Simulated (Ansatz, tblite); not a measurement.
Cost and result up the ladder for Ge₃ (3 atoms). Charge 0, multiplicity 1. Geometry: PBE-D4/def2-TZVP.

```tsv
atom	x (Å)	y (Å)	z (Å)
Ge1	0.4901	-1.5613	-0.2004
Ge2	-0.4282	1.3007	-0.9181
Ge3	-0.0619	0.2607	1.1185
```

Ansatz on 2 threads of Intel Xeon Platinum 8488C on a shared host; xTB runs through tblite on one thread. Times are rough, summed over both states, and most runs start from the orbitals of an earlier one. B2PLYP/def2-TZVP serves as the yardstick here, not as an exact answer. The other state is a triplet at its own geometry, which has other bonds, so the gap mixes isomer and spin.

The xTB rows come from tblite. LC-ωPBE has ω = 0.4 bohr⁻¹. B3LYP takes the VWN-RPA correlation. HSE06 is defined as in plane-wave codes, on full-range PBE exchange. Correlated methods freeze 27 core orbitals; core or outer-core shells of Ge are correlated, in sets that lack core-valence functions. The structure comes from a short search, and lower isomers may exist.

Run but left out: HF/STO-3G (singlet: restricted singlet, unstable in another Hartree–Fock run and untested here); HF/def2-TZVP, PBE-QIDH/def2-TZVP (singlet: restricted singlet, unstable towards broken spin symmetry).

Correlated methods converge slowly with the basis.

xTB has no spin-polarisation term.

| level | functions | wall time | triplet − singlet (eV) | difference from B2PLYP/def2-TZVP (eV) |
| --- | --- | --- | --- | --- |
| GFN1-xTB | 27 | 0.011 s | 0.62 | 0.54 |
| GFN2-xTB | 27 | 0.011 s | 0.49 | 0.42 |
| LDA (SPW92)/def2-TZVP | 144 | 3.2 s | 0.11 | 0.03 |
| revPBE-D4/def2-TZVP | 144 | 5.5 s | 0.01 | -0.07 |
| RPA@PBE/def2-TZVP | 144 | 8.9 s | 0.07 | 0.00 |
| B3LYP-D4/def2-TZVP | 144 | 11 s | 0.02 | -0.05 |
| PBE0-D4/def2-TZVP | 144 | 12 s | -0.12 | -0.20 |
| BHLYP-D4/def2-TZVP | 144 | 14 s | -0.12 | -0.19 |
| HSE06-D4/def2-TZVP | 144 | 14 s | -0.12 | -0.19 |
| LC-ωPBE/def2-TZVP | 144 | 16 s | -0.31 | -0.38 |
| B2PLYP/def2-TZVP | 144 | 18 s | 0.07 | 0.00 |
| r2SCAN0-D4/def2-TZVP | 144 | 20 s | -0.25 | -0.32 |
| B97M-V/def2-TZVP | 144 | 20 s | -0.03 | -0.10 |
| r2SCANh-D4/def2-TZVP (with forces) | 144 | 22 s | -0.19 | -0.26 |
